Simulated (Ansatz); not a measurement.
Molecule: C7H13, charge 0, multiplicity 2. It need not be the lowest isomer of its formula. 
Coordinates optimised at B3LYP-D3(BJ)/def2-TZVP (Ansatz, an electronic-structure program):
```
C
C 1 1.5041
C 2 1.3797 1 127.55
C 3 1.3815 2 124.71 1 -180.00
H 4 1.0806 3 121.39 2 180.00
H 4 1.0829 5 117.48 3 -180.00
H 3 1.0851 2 118.15 1 0.00
H 2 1.0879 3 117.49 7 -180.00
C 1 1.5313 2 112.84 8 180.00
H 9 1.0914 1 109.96 2 180.00
H 9 1.0914 10 107.78 1 -121.70
H 9 1.0914 10 107.78 11 -116.59
C 1 1.5420 2 108.42 8 58.91
H 13 1.0912 1 110.86 2 63.16
H 13 1.0918 14 108.03 1 121.81
H 13 1.0927 14 108.34 15 116.79
C 1 1.5420 2 108.42 8 -58.91
H 17 1.0912 1 110.86 2 -63.16
H 17 1.0918 18 108.03 1 -121.81
H 17 1.0927 18 108.34 19 -116.79
```
Charge 0, spin multiplicity 2.

Wanted: atomisation energy (electronic, to ground-state atoms), in kcal/mol. Valence correlation only, unless marked. Open shells are spin-unrestricted. Spin-orbit coupling is left out. No relativistic terms. The coupled-cluster limit lacks core correlation, which all-electron functionals hold. CBS(X,Y): correlation extrapolated as X^-3; Hartree-Fock from the larger set. [CCSD(T)-MP2]/basis is that difference in the basis named.

```tsv
level	program	atomisation energy (kcal/mol)	minus last row
HF/cc-pVQZ	Ansatz	1485.5	-461.0
SVWN5/def2-TZVPD	Ansatz	2210.2	263.7
PBE0/STO-3G	Ansatz	2334.6	388.1
PBE0-D4/def2-TZVP	Ansatz + dftd4	1966.2	19.7
PBE0/def2-TZVP	Ansatz	1957.3	10.8
BHLYP-D3(BJ)/def2-TZVPD	Ansatz + dftd3	1910.7	-35.8
HSE06-D3(BJ)/def2-TZVPD	Ansatz + dftd3	1966.5	20.0
LC-wPBE-D4/def2-TZVPD	Ansatz + dftd4	1958.4	11.9
B2PLYP-D3(BJ)/def2-TZVPD	Ansatz + dftd3	1932.3	-14.2
B2PLYP-D4/def2-TZVPD	Ansatz + dftd4	1931.3	-15.2
B2PLYP/def2-TZVPD	Ansatz	1923.9	-22.6
PBE-QIDH/def2-TZVPD	Ansatz	1941.6	-4.9
RPA@PBE/cc-pVTZ	Ansatz	1826.4	-120.1
MP2/cc-pVTZ	Ansatz	1919.6	-26.9
RI-MP2/CBS(cc-pVTZ,cc-pVQZ)+[CCSD(T)-MP2]/cc-pVTZ	Ansatz	1946.5	0.0
```

The UHF reference is spin-contaminated (<S^2> 0.19 over the pure value in the largest basis).
